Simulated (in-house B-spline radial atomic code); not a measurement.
# RPA and G0W0 on LC-wPBE: Xe⁶⁺

Configuration [Kr] 4d10 5s2, mean-field start LC-wPBE. Computed with an all-electron radial atomic-structure program (B-spline basis): all electrons, non-relativistic, point nucleus, each spin shell either full or empty, empty states to l = 9 with an (l + 1/2)⁻⁴ tail; G0W0 by contour deformation at full frequency.

Without relativity these are model numbers: it shifts the levels of so heavy an element strongly and can reorder them.

Command:
```bash
python run_gw.py task.json out
```
Settings (radii: box in bohr, nucleus in fm):
```
Z                        54
electrons                48
configuration            [Kr] 4d10 5s2
hamiltonian              nr
method                   lc_wpbe
lmax                     9
spin_polarised           False
box_radius               9.29
intervals                52
ion_configuration        [Kr] 4d10 5s1
```

Cost of the run: 8.9 s on 1 thread of Arm Neoverse N1, with other jobs on the host.

Energies (hartree):

| term | value |
| --- | --- |
| mean-field total | -7225.83165 |
| Hartree-Fock functional on these orbitals | -7224.00975 |
| direct second order | -4.2121 |
| second-order exchange | 1.1464 |
| SOSEX correction | 1.0757 |

(1) What is the RPA correlation energy, and what remains with SOSEX?

Quasi-particle levels (eV):

```json
{"level": "5s", "occupied": "yes", "mean field": "-87.47", "Σx - vxc": "0.73", "Σc": "?", "QP weight": "?", "G0W0": "?"}
{"level": "4d", "occupied": "yes", "mean field": "-142.18", "Σx - vxc": "-7.23", "Σc": "0.66", "QP weight": "0.865", "G0W0": "-148.75"}
{"level": "5p", "occupied": "no", "mean field": "-66.07", "Σx - vxc": "2.63", "Σc": "-1.70", "QP weight": "0.971", "G0W0": "-65.15"}
```

G0W0 = mean field + (Σx - vxc) + Σc, with Σc (partial-wave tail included) taken at the quasi-particle energy. Only the outer levels were computed. Levels of low weight are left out.

(2) Where does G0W0 put 5s?

(3) What does it cost to remove one electron (to [Kr] 4d10 5s1) by differences of total energies, each species on its own start (correlation terms add to the Hartree-Fock functional)?

## Answers

(1) RPA gives -3.7487 hartree (-2.13 eV per electron); RPA + SOSEX gives -2.6731, and the second-order doubles -3.0657 hartree (no singles). SOSEX takes back 29 % of the RPA value.

(2) At -89.30 eV, with Σc = -2.56 eV and a quasi-particle weight of 0.972. The tabulated removal energy is 91.6 ± 0.5 eV (NIST, semi-empirical); the calculation leaves out relativity, Breit and QED terms, and what these don't explain is the method's own error.

(3) LC-wPBE 88.92 eV, Hartree-Fock functional 86.56 eV, + RPA 89.06 eV, + RPA + SOSEX 88.54 eV, + second order 89.65 eV. Tabulated: 91.6 ± 0.5 eV (NIST, semi-empirical); the calculation leaves out relativity, Breit and QED terms, and what these don't explain is the method's own error.
